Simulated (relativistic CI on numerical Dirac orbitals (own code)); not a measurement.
Cs11+: q coefficients and field-shift factors

Computed by Dirac-Coulomb-Breit CI, KLI orbitals optimised for each configuration, derivatives by finite differences, unscaled Slater integrals, QED left out (own radial code, finite nucleus).

Configuration list (outside the closed core [Ar] 3d10): 4s2 4p6 4d8, 4s2 4p5 4d9, 4s2 4p6 4d7 4f, 4s2 4p6 4d7 5s, 4s2 4p4 4d10, 4s 4p6 4d9, 4s2 4p6 4d7 5p, 4s2 4p6 4d6 5s2. Levels of other configurations are missing.

With x = (α/α₀)² − 1 an excitation energy changes as ω = ω₀ + qx; K = 2q/ω₀ is the relative enhancement. Terms are leading LS components, so labels can repeat. The field-shift factor is F = δν/δ⟨r²⟩ for the transition from the lowest level.

Lowest level 4s2 4p6 4d8 3F_4.

```csv
Level,ω₀ (cm⁻¹),q (cm⁻¹),K,F (GHz/fm²)
4s2 4p6 4d8 1D_2,14353,1944,0.271,0.00132
4s2 4p6 4d8 3F_3,17136,17870,2.09,0.242
4s2 4p6 4d8 3P_2,30613,19010,1.24,0.31
4s2 4p6 4d8 3P_0,36666,8129,0.443,0.232
4s2 4p6 4d8 3P_1,40130,18050,0.899,0.337
4s2 4p6 4d8 1D_2,48065,32900,1.37,0.417
4s2 4p6 4d8 1G_4,48128,15970,0.664,0.341
4s2 4p6 4d8 1S_0,95900,28220,0.589,0.627
4s2 4p6 4d7 5s 5F_5,643414,-69040,-0.215,57.7
4s2 4p6 4d7 5s 5F_4,652373,-63820,-0.196,57.2
4s2 4p6 4d7 5s 5F_3,661862,-51780,-0.156,57.8
4s2 4p6 4d7 5s 3F_4,665144,-56890,-0.171,56.4
4s2 4p6 4d7 5s 5F_2,665617,-52470,-0.158,57.8
4s2 4p6 4d7 5s 5F_1,667692,-53100,-0.159,57.8
4s2 4p6 4d7 5s 5P_2,673115,-67680,-0.201,57.3
4s2 4p6 4d7 5s 3F_3,674656,-58870,-0.175,56.7
4s2 4p6 4d7 5s 5P_3,680014,-50950,-0.15,57.3
4s2 4p6 4d7 5s 5P_1,681053,-59350,-0.174,57.4
4s2 4p6 4d7 5s 3F_2,683263,-48390,-0.142,56.3
4s2 4p6 4d7 5s 3G_5,683794,-56820,-0.166,57.4
4s2 4p6 4d7 5s 3G_4,686906,-54950,-0.16,57.1
4s2 4p6 4d7 5s 5P_1,691265,-53660,-0.155,57
4s2 4p6 4d7 5s 3P_2,691383,-56060,-0.162,56.5
```

At this charge energies of transitions that change n are usually good to better than 1 %, and those within a shell (Δn = 0) to a few per cent. Terms inside the open d or f shell come out 10 to 20 % too wide with unscaled integrals. Levels and lines within the n = 5 or 6 shells can be off by up to 10 % or somewhat more, and those that change n by about 2 %, since core polarisation is missing.
